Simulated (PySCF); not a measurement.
# Relaxation of doublet SiI3

These are results of UPBE0 in PySCF with Si def2-SVP, I def2-SVP with ECP28; scalar-relativistic core potentials, no spin–orbit coupling; density-fitted integrals, not measurements. A (50,194) grid was used.

A start displaced from a saddle point along its imaginary mode, of C3v symmetry, held to at least that symmetry:

```xyz
4
charge 0 multiplicity 2, angstrom
Si    0.0000    0.0000   -0.1200
I     2.5259    0.0000    0.0088
I    -1.2629    2.1875    0.0088
I    -1.2629   -2.1875    0.0088
```

(1) What does it relax to?

(2) How much energy is released, and in how many steps?

Answers

(1) It ends at C3v with Si–I 2.458 Å (×3); I–Si–I 110.8° (×3) (after a last refinement on a finer grid). A frequency run shows a minimum. Other isomers or separated fragments may lie lower.

(2) 63.6 kJ/mol in 6 steps.

With an element this heavy the missing spin–orbit coupling can shift these numbers.

The relaxation took about 4 core-minutes on a shared host.
